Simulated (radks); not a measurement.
Charge is removed step by step from the 4p down level of the technetium ion Tc2+, starting from [Ar] 3d10 4s2 4p(up 3, down 3) 4d5. All-electron calculation, scalar-relativistic Kohn-Sham, LDA (Slater exchange, Perdew-Wang correlation), spin-polarised, spherical densities, point nucleus; open shells are filled with parallel spins first (spin-orbit coupling, left out, can overturn this in heavy ions). Program: a radial shooting solver on a logarithmic mesh with Libxc functionals.

removed (e) = 0: E - E(0) (eV) 0.000; eigenvalue (eV) -59.581; E minus straight line (eV) 0.000
removed (e) = 0.1: E - E(0) (eV) 6.024; eigenvalue (eV) -60.956; E minus straight line (eV) -0.639
removed (e) = 0.2: E - E(0) (eV) 12.187; eigenvalue (eV) -62.346; E minus straight line (eV) -1.140
removed (e) = 0.3: E - E(0) (eV) 18.489; eigenvalue (eV) -63.752; E minus straight line (eV) -1.501
removed (e) = 0.4: E - E(0) (eV) 24.933; eigenvalue (eV) -65.171; E minus straight line (eV) -1.721
removed (e) = 0.5: E - E(0) (eV) 31.519; eigenvalue (eV) -66.604; E minus straight line (eV) -1.798
removed (e) = 0.6: E - E(0) (eV) 38.249; eigenvalue (eV) -68.050; E minus straight line (eV) -1.731
removed (e) = 0.7: E - E(0) (eV) 45.124; eigenvalue (eV) -69.509; E minus straight line (eV) -1.519
removed (e) = 0.8: E - E(0) (eV) 52.146; eigenvalue (eV) -70.979; E minus straight line (eV) -1.161
removed (e) = 0.9: E - E(0) (eV) 59.315; eigenvalue (eV) -72.460; E minus straight line (eV) -0.655
removed (e) = 1: E - E(0) (eV) 66.633; eigenvalue (eV) -73.953; E minus straight line (eV) 0.000

Removing the whole electron costs 66.633 eV by Delta-SCF, against 59.581 eV from minus the eigenvalue at the starting occupation. Slater's transition state (half an electron removed) gives 66.604 eV. Integrating minus the eigenvalue over the occupation (Janak's theorem) gives 66.658 eV. In this scalar-relativistic scheme the density is built from large components alone, so the theorem holds only approximately. The mean slope of the eigenvalue, de/dn, is 14.4 eV per electron.
